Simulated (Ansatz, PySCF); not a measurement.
CH2F, SMILES [CH2]F, multiplicity 2. Atoms are numbered in the order given.

```xyz
4

C     -0.6468    -0.0693     0.0000
F      0.6818     0.0140     0.0000
H     -1.1174     0.1041     0.9584
H     -1.1174     0.1041    -0.9584
```
Charge 0, spin multiplicity 2.

Geometry: PBE0-D3(BJ)/def2-TZVPD. The isomer is the one that the SMILES or the coordinates give; other isomers of the formula were not compared.

Two levels are set side by side: PBE-D3(BJ)/def2-TZVPD (Ansatz, a quantum-chemistry and plane-wave program) and PBE0-D3(BJ)/def2-TZVPD (Ansatz). Each level has its own optimised geometry; the coordinates shown are those of the second. Frequencies come from the Hessian of PySCF at each geometry. Differences are taken from unrounded values.

| quantity | PBE0-D3(BJ) |
|---|---|
| mean bond length (Å) | 1.165 |
| bond C1–F2 (Å) | 1.331 |
| bond C1–H3 (Å) | 1.082 |
| bond C1–H4 (Å) | 1.082 |
| highest harmonic wavenumber (cm⁻¹) | 3307 |
| mean harmonic wavenumber (cm⁻¹) | 1802 |
| zero-point energy (kcal/mol) | 15.45 |

Task: What does PBE-D3(BJ) give, and how far is it from PBE0-D3(BJ)? (The exact figures need the calculation; the answer reports its results.)

Result: 
| quantity | PBE-D3(BJ) | PBE-D3(BJ) minus PBE0-D3(BJ) |
|---|---|---|
| mean bond length (Å) | 1.175 | 0.010 |
| bond C1–F2 (Å) | 1.347 | 0.016 |
| bond C1–H3 (Å) | 1.089 | 0.007 |
| bond C1–H4 (Å) | 1.089 | 0.007 |
| highest harmonic wavenumber (cm⁻¹) | 3219 | -88 |
| mean harmonic wavenumber (cm⁻¹) | 1739 | -63 |
| zero-point energy (kcal/mol) | 14.91 | -0.54 |

Exact exchange shortens and stiffens bonds; PBE has none. Differences between two approximate levels are no errors against the true value.
